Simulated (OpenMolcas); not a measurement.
# Ru5+: moving or changing the point charges

Ru5+ among 6 point charges of -1.7 e arranged as an octahedron (Oh), 1.94 Å from the ion.
```
   1.9400    0.0000    0.0000  -1.70
   0.0000    1.9400    0.0000  -1.70
  -1.9400    0.0000    0.0000  -1.70
   0.0000   -1.9400    0.0000  -1.70
   0.0000    0.0000    1.9400  -1.70
   0.0000    0.0000   -1.9400  -1.70
```

* Program: OpenMolcas
* Method: CASSCF
* Basis: ANO-RCC-VTZP [7s6p4d2f1g]
* Scalar Hamiltonian: DKH2, point nucleus
* Active space: 3 electrons in 5 orbitals (4d)
* State averaging: 2S+1 = 4 even, 10 roots; 2S+1 = 2 even, 40 roots
* Spin-orbit coupling: RASSI with atomic mean-field integrals over the reference wave functions

Runs around this geometry, states (labels of O, the rotations of Oh). Energies in cm-1 above the lowest state or level, χT in cm3 K/mol; 10Dq and B are least-squares fits to the states below 45000 cm-1, weighted by degeneracy, with a free offset, and given where the rms deviation is under 5 % of |10Dq| (or 100 cm-1) and under 700 cm-1.

```tsv
R (Å)	q (e)	Ground state	First state of that spin	10Dq	B (rms of fit)	First gap with spin-orbit (degeneracies)	χT at 300 K	First state of another spin
1.94	-0.85	4A2	4T2 3161	3252	992 (52)	3047 (4, 4)	0.540	2E 17954
1.85	-1.7	4A2	4T2 7860	8067	986 (96)	7654 (4, 4)	1.128	2E 18579
1.94	-1.7	4A2	4T2 6245	6411	987 (84)	6058 (4, 4)	0.982	2E 18440
2.1	-1.7	4A2	4T2 4243	4365	992 (69)	4082 (4, 4)	0.723	2E 18180
```

Taking |10Dq| as R^-n, n = -ln(4365 / 8067) / ln(2.1 / 1.85) = 4.8 between the shortest and longest distance. The point-charge formula for a cubic d site gives n = 5.

Scaling the charges by -0.85 / -1.7 = 0.50 scales |10Dq| by 3252 / 6411 = 0.51; with fixed orbitals a first-order splitting would follow the charge.

Without dynamic correlation the repulsion within the d shell is too large (B by tens of per cent), so at a given field states of lower spin stand too high. This field is weak: 10Dq is about 3252 cm-1, while octahedral complexes of 4d ions of charge 3 and more, computed by the same method with explicit ligands, had a median near 25000 cm-1. Ground spin and moment need not be those of a real site (figures for R = 1.94, q = -0.85; the like holds for R = 1.85, q = -1.7, R = 1.94, q = -1.7, R = 2.1, q = -1.7). This is an electrostatic model: the charges have no orbitals. No measured value stands beside these numbers.
